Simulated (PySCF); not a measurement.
SMILES [SiH3]OC[CH2][GeH3], GFN2-xTB optimised geometry.

```
15

Si     2.21     0.44    -1.40
O      0.73     0.22    -0.76
C      0.31    -0.88     0.00
C     -1.21    -0.88     0.00
Ge    -1.78     1.02     0.00
H      3.23     0.51    -0.35
H      2.53    -0.69    -2.28
H      1.99     1.69    -2.10
H      0.69    -0.77     1.02
H      0.73    -1.81    -0.41
H     -1.58    -1.37    -0.90
H     -1.59    -1.43     0.86
H     -3.23     1.10     0.37
H     -1.02     1.81     1.02
H     -1.64     1.66    -1.33
```

Density from PBE/def2-TZVP (PySCF) at that geometry.

Minimum of the electron density along straight lines between bonded atoms, close to the bond critical point (lines longer than 1.1 times the sum of covalent radii, or with two minima, are not listed):

```csv
bond,length / Å,ρ at the minimum / e bohr⁻³,∇²ρ there / e bohr⁻⁵,position (fraction from the first atom)
Si1–O2,1.626,0.143,0.88,0.42
O2–C3,1.405,0.259,-0.52,0.64
C3–C4,1.516,0.251,-0.61,0.51
C4–Ge5,1.979,0.121,0.08,0.53
Si1–H6,1.467,0.125,0.15,0.50
Si1–H7,1.467,0.125,0.16,0.50
Si1–H8,1.452,0.128,0.17,0.50
C3–H9,1.097,0.281,-0.97,0.64
C3–H10,1.097,0.280,-0.96,0.64
C4–H11,1.090,0.275,-0.91,0.64
C4–H12,1.089,0.275,-0.91,0.64
Ge5–H13,1.504,0.139,0.09,0.60
Ge5–H14,1.492,0.142,0.09,0.60
Ge5–H15,1.489,0.144,0.08,0.60
```
